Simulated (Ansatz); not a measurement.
Cost and result up the ladder for Li6H7 (the lowest doublet isomer of a short search) (13 atoms). The state is a doublet with charge 0. Geometry: PBE0-D4/def2-TZVP.

Cartesian coordinates in Å:
```
Li -0.7021 -1.0177 1.2922
Li 0.1438 -2.1880 -0.9172
Li 0.7772 1.0769 -2.3083
Li 1.2606 -0.0410 -0.0501
Li -1.3275 0.1688 -1.1709
Li -0.0160 2.1655 -0.2632
H 0.8400 -1.6807 0.6533
H -0.5073 -0.7404 3.3073
H -0.5078 0.6126 0.5518
H 0.3841 -0.6114 -1.7545
H -1.1515 -1.1295 3.2897
H 1.6217 1.5980 -0.7929
H -0.8151 1.7869 -1.8371
```

Ansatz on 4 threads of Arm Neoverse V2 on a shared host. Times are rough, and most runs start from the orbitals of an earlier one. PBE0-D4/def2-TZVPD serves as the yardstick here, not as an exact answer. Differences are given only for rows in sets of like size (and for xTB, whose basis is part of the method), since another set adds its own error. Binding counts from free atoms at the same level (Li doublet, H doublet; other spins of the atoms weren't run), without zero-point energy or a counterpoise term.

B3LYP takes the VWN-RPA correlation. HSE06 is defined as in plane-wave codes, on full-range PBE exchange. Correlated methods freeze no core orbitals; core or outer-core shells of Li are correlated, in sets that lack core-valence functions. In the doublet, H8 and H11 lie 0.75 Å apart (atoms count from 1), so H2 has formed as a molecule. The structure comes from a short search, and lower isomers may exist.

Correlated methods converge slowly with the basis.

| level | functions | binding energy per atom (eV) | difference from PBE0-D4/def2-TZVPD (eV) |
| --- | --- | --- | --- |
| HF/6-31G | 68 | 1.43 | – |
| PBE0-D4/def2-TZVPD | 165 | 1.96 | 0.00 |
| r2SCAN-D4/def2-TZVP | 126 | 1.98 | 0.02 |
| PBE-D4/def2-TZVP | 126 | 1.95 | -0.01 |
| B3LYP-D4/def2-TZVP | 126 | 2.04 | 0.07 |
| CCSD(T)/def2-TZVP | 126 | 1.88 | -0.08 |
| BLYP-D4/def2-TZVP | 126 | 2.01 | 0.05 |
| HF/STO-3G | 37 | 1.85 | – |
| PBE-D4/def2-TZVPD | 165 | 1.97 | 0.01 |
| PBE0-D4/def2-TZVP (with forces) | 126 | 1.95 | -0.01 |
| PBE0-D4/def2-SVP | 89 | 1.97 | – |
| r2SCANh-D4/def2-TZVP | 126 | 1.99 | 0.02 |
| HSE06-D4/def2-TZVP | 126 | 1.95 | -0.01 |
| PBE-D4/def2-SVP | 89 | 1.98 | – |

Estimate how long each takes.

HF/STO-3G 0.1 s; HF/6-31G 0.3 s; PBE-D4/def2-SVP 1.6 s; PBE-D4/def2-TZVP 1.6 s; BLYP-D4/def2-TZVP 1.8 s; B3LYP-D4/def2-TZVP 1.9 s; HSE06-D4/def2-TZVP 2 s; PBE0-D4/def2-SVP 2.2 s; PBE-D4/def2-TZVPD 2.7 s; PBE0-D4/def2-TZVP (with forces) 2.7 s; PBE0-D4/def2-TZVPD 3.4 s; r2SCAN-D4/def2-TZVP 3.7 s; r2SCANh-D4/def2-TZVP 3.8 s; CCSD(T)/def2-TZVP 35 s. On shared hardware such times vary by a factor of up to 3.
